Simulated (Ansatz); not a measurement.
Stepwise reaction of `[OH][W]([OH])([F])([F])=[S]` with hydrogen fluoride, as a gas-phase model of exchange steps in deposition or etching. ΔE in kJ/mol; ΔG adds harmonic PBE0-D4 terms to CCSD(T)/CBS, at 1 bar.

Gas-phase electronic energies from Ansatz, PBE0-D4/def2-TZVP geometries. CCSD(T)/CBS adds triple-zeta CCSD(T) − MP2 to the extrapolated MP2 energy (def2 sets, frozen cores). This one scheme is used for every species. Functionals use def2-TZVPP. B3LYP here is the variant with VWN-RPA as its local correlation; programs differ in this. Elements past krypton have def2 core potentials. For W outer-core shells are correlated without core-valence functions, which leaves a few kJ/mol of doubt a bond. Each species was taken in one conformer, which may not be the lowest.

```csv
step,reaction,PBE-D4,B3LYP-D4,ωB97M-V,CCSD(T)/CBS,ΔG(500 K)
2,`[OH][W]([F])([F])([F])=[S]` + H–F → `[F][W]([F])([F])([F])=[S]` + H₂O,-30.8,-29.4,-30.3,-24.6,-17.0
```

Problem. Give the row of step 1, `[OH][W]([OH])([F])([F])=[S]` + H–F → `[OH][W]([F])([F])([F])=[S]` + H₂O. (Estimate.)

Solution. The calculation gave: 
```
step                                                                  reaction  PBE-D4  B3LYP-D4  ωB97M-V  CCSD(T)/CBS  ΔG(500 K)
   1  `[OH][W]([OH])([F])([F])=[S]` + H–F → `[OH][W]([F])([F])([F])=[S]` + H₂O   -28.2     -28.4    -30.6        -23.7      -26.9
```

Problem. By hand: ΔE of the 2 steps together at CCSD(T)/CBS.

Solution. (-23.7) + (-24.6) = -48.3 kJ/mol, or -24.1 kJ/mol a step.

In ΔE the steps differ by no more than 0.9 kJ/mol. All are downhill at CCSD(T)/CBS. ΔG lies between -26.9 and -17.0 kJ/mol a step. PBE-D4 differs from CCSD(T)/CBS by -6.2 to -4.5 kJ/mol a step. Only this route is followed, and other bonds may react first. Isolated molecules leave out the surface, adducts and barriers. Largest T1 diagnostic: 0.022.
